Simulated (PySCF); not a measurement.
# PySCF run on CSe⁻

Input:

```python
from pyscf import gto, scf, mp

mol = gto.M(
    atom='C 0 0 0; Se 0 0 1.925',
    basis='6-31g*',
    charge=-1,
    spin=1,
    verbose=4,
)
mf = scf.UHF(mol)
mf = mf.density_fit(auxbasis='def2-universal-jkfit')
mf.kernel()
mp.MP2(mf, frozen=10).kernel()
mf.dip_moment()
print('orbital energies (hartree):', [e[max(0, n-3):n+3].round(4) for e, n in zip(mf.mo_energy, mol.nelec)])
```

```bash
$ OMP_NUM_THREADS=1 python input.py
```

It prints (some set-up lines and the per-cycle HOMO/LUMO lines with their warnings removed):

```
PySCF version 2.14.0

[INPUT] Symbol           X                Y                Z      unit          X                Y                Z       unit  Magmom
[INPUT]  1 C      0.000000000000   0.000000000000   0.000000000000 AA    0.000000000000   0.000000000000   0.000000000000 Bohr   0.0
[INPUT]  2 Se     0.000000000000   0.000000000000   1.925000000000 AA    0.000000000000   0.000000000000   3.637722789788 Bohr   0.0

nuclear repulsion = 56.0790394948987
number of shells = 18
number of NR pGTOs = 122
number of NR cGTOs = 46
basis = 6-31g*
ecp = {}

******** <class 'pyscf.df.df_jk.DFUHF'> ********
method = DFUHF
initial guess = minao
damping factor = 0
level_shift factor = 0
DIIS = <class 'pyscf.scf.diis.CDIIS'>
SCF conv_tol = 1e-09
SCF max_cycles = 50
number electrons alpha = 21  beta = 20
******** <class 'pyscf.df.df.DF'> ********
auxbasis = def2-universal-jkfit
init E= -2436.06360635782

cycle= 1 E= -2437.24473546747  delta_E= -1.18  |g|= 0.25  |ddm|=  1.2
cycle= 2 E= -2437.27269908734  delta_E= -0.028  |g|= 0.209  |ddm|= 0.616
cycle= 3 E= -2437.29921710296  delta_E= -0.0265  |g|= 0.0402  |ddm|= 0.22
cycle= 4 E= -2437.3020980512  delta_E= -0.00288  |g|= 0.0176  |ddm|= 0.093
cycle= 5 E= -2437.30293191325  delta_E= -0.000834  |g|= 0.00748  |ddm|= 0.0589
cycle= 6 E= -2437.30314284738  delta_E= -0.000211  |g|= 0.00378  |ddm|= 0.0307
cycle= 7 E= -2437.30319694723  delta_E= -5.41e-05  |g|= 0.0024  |ddm|= 0.0134
cycle= 8 E= -2437.30322996218  delta_E= -3.3e-05  |g|= 0.0017  |ddm|= 0.0115
cycle= 9 E= -2437.30325696961  delta_E= -2.7e-05  |g|= 0.00105  |ddm|= 0.0136
cycle= 10 E= -2437.3032694527  delta_E= -1.25e-05  |g|= 0.000487  |ddm|= 0.0118
cycle= 11 E= -2437.30327160367  delta_E= -2.15e-06  |g|= 0.00028  |ddm|= 0.00435
cycle= 12 E= -2437.30327219576  delta_E= -5.92e-07  |g|= 0.000165  |ddm|= 0.00226
cycle= 13 E= -2437.30327235761  delta_E= -1.62e-07  |g|= 9.68e-05  |ddm|= 0.00101
cycle= 14 E= -2437.30327242131  delta_E= -6.37e-08  |g|= 2.97e-05  |ddm|= 0.00101
cycle= 15 E= -2437.3032724247  delta_E= -3.39e-09  |g|= 8.87e-06  |ddm|= 0.0002
cycle= 16 E= -2437.30327242488  delta_E= -1.85e-10  |g|= 3.96e-06  |ddm|= 3.36e-05
Extra cycle  E= -2437.30327242491  delta_E= -2.68e-11  |g|= 2.28e-06  |ddm|= 8.44e-06
converged SCF energy = -2437.30327242491  <S^2> = 0.77747745  2S+1 = 2.0272912

******** <class 'pyscf.mp.dfump2.DFUMP2'> ********
nocc = (np.int64(11), np.int64(10)), nmo = (36, 36)
frozen orbitals 10
E(DFUMP2) = -2437.65114628128  E_corr = -0.34787385637045
E(SCS-DFUMP2) = -2437.62852720854  E_corr = -0.325254783625183
E_corr(same-spin) = -0.106377512330027
E_corr(oppo-spin) = -0.241496344040423

WARN: System has nonzero charge -1; the dipole moment is origin-dependent.
Location of origin: [0. 0. 0.]

Dipole moment(X, Y, Z, Debye): -0.00000,  0.00000, -6.02218
orbital energies (hartree): [array([-0.1683, -0.1159, -0.059 ,  0.2884,  0.3896,  0.5639]), array([-0.1444, -0.1222, -0.1058,  0.3277,  0.3778,  0.4066])]
```

In short: E(SCF) = -2437.303272 Eh, E(MP2) − E(SCF) = -0.34787 Eh, ⟨S²⟩ = 0.777.

It ran on Arm Neoverse N1 (1 thread, shared host) in 1.7 s, peak memory 0.11 GiB.

The basis has no diffuse functions, which an anion needs. The bond length is a typed value, not an optimised one. The dipole of an ion depends on the origin. No search for the lowest solution was made.
